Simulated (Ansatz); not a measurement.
`C[B]O[SiH3]` radical. Total charge 0; spin multiplicity 2. All single points use the PBE0-D4/def2-TZVP geometry. It is one conformer, not always the lowest.

```xyz
10

C     0.921   -1.400   -1.247
B     0.070   -0.702   -0.147
O     0.014    0.618    0.068
Si   -0.900    1.389    1.231
H     0.253   -1.889   -1.965
H     1.566   -0.699   -1.787
H     1.533   -2.196   -0.817
H    -0.633    2.836    1.068
H    -0.485    0.938    2.581
H    -2.339    1.104    1.015
```

Problem. What is the dipole moment at r2SCAN/def2-TZVPP? (Estimate.)

Solution. Ansatz gave: 0.38 D, with components (0.11, 0.34, -0.13) D in this frame, pointing from negative to positive charge.

Problem. And with PBE, B3LYP, ωB97M-V? (An estimate is asked.)

Solution. Ansatz gave: PBE 0.45 D, B3LYP 0.37 D, ωB97M-V 0.41 D.

Problem. Give the Mulliken charges with r2SCAN, PBE, ωB97M-V in def2-TZVPP. (Estimate.)

Solution. Ansatz gave: 
```json
{"atom": "C1", "r2SCAN": "-0.21", "PBE": "-0.29", "ωB97M-V": "-0.31"}
{"atom": "B2", "r2SCAN": "0.09", "PBE": "0.00", "ωB97M-V": "0.03"}
{"atom": "O3", "r2SCAN": "-0.34", "PBE": "-0.23", "ωB97M-V": "-0.29"}
{"atom": "Si4", "r2SCAN": "0.44", "PBE": "0.35", "ωB97M-V": "0.30"}
{"atom": "H5", "r2SCAN": "0.07", "PBE": "0.11", "ωB97M-V": "0.12"}
{"atom": "H6", "r2SCAN": "0.06", "PBE": "0.10", "ωB97M-V": "0.11"}
{"atom": "H7", "r2SCAN": "0.08", "PBE": "0.11", "ωB97M-V": "0.12"}
{"atom": "H8", "r2SCAN": "-0.07", "PBE": "-0.05", "ωB97M-V": "-0.02"}
{"atom": "H9", "r2SCAN": "-0.07", "PBE": "-0.05", "ωB97M-V": "-0.02"}
{"atom": "H10", "r2SCAN": "-0.07", "PBE": "-0.05", "ωB97M-V": "-0.02"}
```

B3LYP here is the variant with VWN-RPA as its local correlation; programs differ in this.
